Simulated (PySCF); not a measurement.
**Broadened absorption spectrum of C3H13PSi2**

Compound: C₃H₁₃PSi₂.
SMILES: `C[Si](C)(C)P[SiH3]`

The calculation used TDDFT PBE0/def2-SVPD, vertical, gas phase, core orbitals frozen in the response (PySCF 2.14.0, density-fitted response routines). Isolated species at its GFN2-xTB geometry, gas phase. Torsions of this conformer, `[CH3:1][Si:2]([CH3:3])([CH3:4])[PH:5][SiH3:6]`: C1–Si2–P5–Si6 -53°.

Broadening: Gaussians 0.25 eV wide at half height, area fixed by f = 4.319×10⁻⁹ ∫ε dν̃. The width is an assumption, not a result. The curve ends short of the highest state used, and states not computed would add to its high-energy end.

```
E (eV)  ε (L mol⁻¹ cm⁻¹)
  5.60                 2
  5.64                 5
  5.68                17
  5.72                45
  5.77               129
  5.81               264
  5.85               494
  5.89               862
  5.93              1430
  5.98              2520
  6.02              3700
  6.06              4989
  6.10              6057
  6.15              6528
  6.19              6036
  6.23              5003
  6.27              3907
  6.31              3233
  6.36              3359
  6.40              4171
  6.44              5337
  6.48              6574
  6.52              7693
  6.57              8755
  6.61              9168
  6.65              8985
  6.69              8088
  6.74              6146
  6.78              4370
  6.82              2834
```

(1) Locate the maxima and give the states behind the curve.

(2) Coming from long wavelengths, where does ε first pass 100 L mol⁻¹ cm⁻¹?

(3) On this curve, what absorbance would a 10⁻⁵ mol/L sample give at 193 nm over a 1 cm path?

Answers

(1) 202 nm (6.14 eV), ε about 6500, made up of S2 (97%); 187 nm (6.62 eV), ε about 9200, made up of S3 (20%), S4 (20%) and S5 (60%) (ε in L mol⁻¹ cm⁻¹; maxima over ε = 5, shares over 10%). The states used: S1 5.97 eV (f 0.0067); S2 6.15 eV (f 0.059); S3 6.48 eV (f 0.040); S4 6.59 eV (f 0.018); S5 6.67 eV (f 0.058); S6 7.00 eV (f 0.0080); S7 7.32 eV (f 0.029); S8 7.42 eV (f 0.128).

(2) At about 215 nm (5.76 eV), 0.21 eV below S1.

(3) 193 nm is 6.424 eV, where ε is about 4800 L mol⁻¹ cm⁻¹, so A = ε c l ≈ 0.048 (Beer–Lambert, with the gas-phase spectrum and the assumed width).
